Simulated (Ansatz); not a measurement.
BCl2H3O4Si, SMILES `O[Si](O)(O)OB(Cl)Cl`, relaxed with RKS PBE-D4/def2-SVP in the Gaussian-basis code of Ansatz from a rough embedded geometry. The force threshold is 0.03 eV/Å; the program also tests the step.

The species carries charge 0 and has multiplicity 1.

Start:

```xyz
11

O    -0.836    0.445   -1.520
Si   -0.083    0.653   -0.020
O    -1.243    0.394    1.176
O     0.416    2.247    0.115
O     1.234   -0.417    0.184
B     0.704   -1.802    0.084
Cl    0.210   -2.718    1.630
Cl    0.728   -2.698   -1.521
H    -0.051    0.549   -2.178
H    -0.779    0.528    2.073
H    -0.302    2.819   -0.024
```

(1) By how much does the energy fall, and how many steps does the optimiser take? (An estimate is asked.)

(2) Which bonds change most? (Estimate.)

(3) Give the relaxed structure. (Best estimate.)

Results:

(1) Ansatz gave: 27.34 kcal/mol, in 24 steps, 2 of them rejected.

(2) Computed: O5–B6 from 1.487 to 1.337 Å; B6–Cl8 from 1.838 to 1.762 Å; B6–Cl7 from 1.864 to 1.797 Å; O1–H9 from 1.029 to 0.973 Å.

(3) Ansatz gave: 
```xyz
11

O    -1.365    1.076   -1.499
Si   -0.408    0.647   -0.223
O    -1.449    0.433    1.040
O     0.856    1.692    0.055
O     0.413   -0.794   -0.601
B     0.891   -1.808    0.127
Cl    0.666   -1.875    1.909
Cl    1.771   -3.130   -0.636
H    -0.884    1.347   -2.299
H    -1.079   -0.150    1.732
H     0.587    2.563    0.396
```
